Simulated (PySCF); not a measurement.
Species: C₈H₁₁ (doublet state).
Cartesian coordinates in Å at the GFN2-xTB level; atoms count from 1:
```xyz
19
C8H11 angstrom
C      2.665   -0.187    0.998
C      1.739   -0.732    0.222
C      0.460   -0.104   -0.126
C     -0.664   -0.971   -0.686
C     -1.881   -0.651    0.199
C     -1.687    0.802    0.684
C     -0.209    0.998    0.617
C      0.472    1.365   -0.621
H      3.590   -0.692    1.215
H      2.524    0.779    1.453
H      1.903   -1.713   -0.207
H     -0.863   -0.698   -1.726
H     -0.416   -2.031   -0.654
H     -1.880   -1.319    1.061
H     -2.823   -0.778   -0.334
H     -2.207    1.519    0.041
H     -2.065    0.931    1.699
H     -0.108    1.651   -1.494
H      1.441    1.840   -0.571
```

The hyperfine couplings belong to this conformer and change with its torsions.

As a line formula: `C=C[C@@]12CCC[C]1C2` [radical].

Computed, not measured: UKS B3LYP, pcH-1 on C H, non-relativistic, mean-field spin-orbit, GIAO (PySCF 2.14.0). The structure is a single GFN2-xTB conformer in the gas phase; no vibrational or solvent corrections. Couplings are sensitive to structure, and on GFN2-xTB geometries they can be far from those on DFT ones. No stability test was run, so a lower SCF solution isn't excluded.

Task: Predict the first-order ENDOR lines of C7, C5, C2, C8, C3, H19, H17, H18, H16 and H12 under fast tumbling at B = 1217.5 mT (Q band).

Result: For S = 1/2 in fast tumbling each set of equivalent nuclei gives two lines, ν± = |νn ± a/2| to first order, with νn = g_N μN B/h and μN/h = 7.62259 MHz/T.

```json
{"nuclei": "C7", "isotope": "13C", "g_N": "1.4048", "νn (MHz)": "13.04", "a_iso (MHz)": "347.45", "lower line (MHz)": "160.69", "upper line (MHz)": "186.76"}
{"nuclei": "C5", "isotope": "13C", "g_N": "1.4048", "νn (MHz)": "13.04", "a_iso (MHz)": "32.08", "lower line (MHz)": "3.00", "upper line (MHz)": "29.08"}
{"nuclei": "C2", "isotope": "13C", "g_N": "1.4048", "νn (MHz)": "13.04", "a_iso (MHz)": "21.32", "lower line (MHz)": "2.38", "upper line (MHz)": "23.70"}
{"nuclei": "C8", "isotope": "13C", "g_N": "1.4048", "νn (MHz)": "13.04", "a_iso (MHz)": "-11.00", "lower line (MHz)": "7.54", "upper line (MHz)": "18.54"}
{"nuclei": "C3", "isotope": "13C", "g_N": "1.4048", "νn (MHz)": "13.04", "a_iso (MHz)": "-7.78", "lower line (MHz)": "9.15", "upper line (MHz)": "16.93"}
{"nuclei": "H19", "isotope": "1H", "g_N": "5.5857", "νn (MHz)": "51.84", "a_iso (MHz)": "69.84", "lower line (MHz)": "16.92", "upper line (MHz)": "86.76"}
{"nuclei": "H17", "isotope": "1H", "g_N": "5.5857", "νn (MHz)": "51.84", "a_iso (MHz)": "57.71", "lower line (MHz)": "22.98", "upper line (MHz)": "80.69"}
{"nuclei": "H18", "isotope": "1H", "g_N": "5.5857", "νn (MHz)": "51.84", "a_iso (MHz)": "28.16", "lower line (MHz)": "37.76", "upper line (MHz)": "65.92"}
{"nuclei": "H16", "isotope": "1H", "g_N": "5.5857", "νn (MHz)": "51.84", "a_iso (MHz)": "22.20", "lower line (MHz)": "40.74", "upper line (MHz)": "62.94"}
{"nuclei": "H12", "isotope": "1H", "g_N": "5.5857", "νn (MHz)": "51.84", "a_iso (MHz)": "10.88", "lower line (MHz)": "46.40", "upper line (MHz)": "57.28"}
```

The rows for 13C, of low natural abundance, apply to labelled samples.

Task: Which pairs are centred on the nuclear Larmor frequency, and which on half the coupling?

Result: Centred on νn, since |a| < 2νn: C2, C8, C3, H19, H17, H18, H16 and H12. Centred on |a|/2 and split by 2νn: C7 and C5.

Task: At what field would the lower line of C2 fall to zero frequency?

Result: Where νn = |a|/2, that is B = 10.66 MHz/(1.4048 × 7.62259 MHz/T) = 996 mT, as far as first order holds there.

Couplings of abundant isotopes left out: H15 (3.5 MHz), H13 (-1.5 MHz), H10 (-1.3 MHz), H9 (-1.3 MHz), H11 (-1.1 MHz) and H14 (-0.9 MHz).

The largest Mulliken spin population is on C7 (+0.88). The angles at C7 add up to 297.4°, so it is pyramidal.
